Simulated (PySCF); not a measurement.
Iron: highly charged ions in a basis for the neutral atom

Fe²⁰⁺ [He] 2s2 2p2, Fe²¹⁺ [He] 2s2 2p1. Computed with PySCF 2.14 in cc-pVTZ-DK, with the spin-free X2C one-electron Hamiltonian (Gaussian nucleus). No spin-orbit coupling, so a gap to NIST mixes the basis error with missing relativistic terms.

Changed run: basis of the neutral atom used for a highly charged ion. This setting is unsound on purpose.

```csv
species,method,sound run (hartree),changed run (hartree),converged
Fe²⁰⁺,UHF,not run,-939.51174,yes
Fe²⁰⁺,M06-L,not run,-939.76852,yes
Fe²⁰⁺,PBE0,not run,-939.54896,yes
Fe²¹⁺,UHF,not run,-877.49394,yes
Fe²¹⁺,M06-L,not run,-877.70217,yes
Fe²¹⁺,PBE0,not run,-877.52621,yes
```

Ionisation energy of Fe²⁰⁺:

```csv
method,changed run (eV),NIST (eV)
UHF,1687.6,1687 ± 1
M06-L,1688.9,1687 ± 1
PBE0,1687.7,1687 ± 1
```

The contracted functions were made for the neutral atom and can be too rigid for a highly charged ion.
